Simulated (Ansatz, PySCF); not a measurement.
Molecule: SnH3, charge 0, multiplicity 2. 
Structure (B3LYP-D3(BJ)/def2-TZVP (Ansatz, an electronic-structure program) minimum search):
SMILES: [SnH3]
```xyz
4

Sn    -0.0223     0.0222    -0.0102
H      0.2617    -1.1367    -1.2542
H     -0.6051    -0.7889     1.3947
H      1.4594     0.8166     0.3703
```
Charge 0, spin multiplicity 2.

Total electronic energies in hartree. Cores are frozen in the correlated levels unless marked. UHF or UKS for open shells. No spin-orbit coupling. The frozen core is the preceding noble-gas configuration, with the filled d and f shells of earlier blocks. Past Kr the def2 sets carry scalar-relativistic core potentials. Basis-set limits of correlation are two-point, X^-3; Hartree-Fock from the larger set.

| level | program | energy (Eh) |
|---|---|---|
| HF/def2-TZVPD | PySCF | -215.04804 |
| revPBE-D4/def2-TZVPD | Ansatz + dftd4 | -216.09269 |
| BP86-D4/def2-TZVPD | PySCF + dftd4 | -216.16597 |
| BP86/def2-TZVPD | PySCF | -216.16402 |
| TPSS/def2-TZVPD | PySCF | -215.95958 |
| TPSS-D3(BJ)/def2-TZVPD | PySCF + dftd3 | -215.96146 |
| r2SCAN/def2-TZVPD | Ansatz | -216.11883 |
| r2SCAN-D3(BJ)/def2-TZVPD | Ansatz + dftd3 | -216.11920 |
| PBE0-D3(BJ)/def2-TZVPD | Ansatz + dftd3 | -216.04284 |
| PBE0-D4/def2-TZVP | Ansatz + dftd4 | -216.04259 |
| BHLYP-D4/def2-TZVPD | Ansatz + dftd4 | ___ |
| PW6B95-D4/def2-TZVPD | PySCF + dftd4 | ___ |
| HSE06-D4/def2-TZVPD | Ansatz + dftd4 | -216.04045 |
| CAM-B3LYP/def2-TZVPD | Ansatz | ___ |
| B2GP-PLYP-D3(BJ)/def2-TZVPD | Ansatz + dftd3 | -215.67801 |
| B2GP-PLYP/def2-TZVPD | Ansatz | -215.67663 |
| RPA@PBE/def2-QZVPP | Ansatz | -215.28531 |
| RI-MP2/def2-TZVPP | Ansatz | -215.15166 |
| SCS-MP2/def2-TZVPP | Ansatz | -215.16311 |
| CCSD/def2-QZVPPD | Ansatz | -215.18426 |
| CCSD(T)/def2-TZVPPD | Ansatz | -215.18031 |
| CCSD(T)/CBS(def2-TZVPP,def2-QZVPP) | Ansatz | -215.1919 |
| CCSD(T)/CBS(def2-TZVPPD,def2-QZVPPD) | Ansatz | -215.1916 |

**Question.** Fill in the missing entries.

**Answer.** 
- BHLYP-D4/def2-TZVPD, energy (Eh): -215.97017
- PW6B95-D4/def2-TZVPD, energy (Eh): -216.17314
- CAM-B3LYP/def2-TZVPD, energy (Eh): -216.02231
